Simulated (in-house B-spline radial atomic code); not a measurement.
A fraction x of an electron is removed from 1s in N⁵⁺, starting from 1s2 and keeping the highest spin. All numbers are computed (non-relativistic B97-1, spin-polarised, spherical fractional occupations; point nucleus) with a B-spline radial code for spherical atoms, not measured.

Caution: exact exchange at fractional occupations of open shells leaves self-interaction of up to several eV.

```csv
x,E(x) - E(0) (eV),1s down level (eV)
0,0.0000,-520.323
0.07,36.5930,-525.186
0.22,116.1460,-535.491
0.31,164.6146,-541.571
0.38,202.6880,-546.229
0.5,268.7055,-554.015
0.6,324.4207,-560.240
0.72,392.0745,-567.207
0.78,426.2028,-570.352
0.89,489.2074,-574.724
```
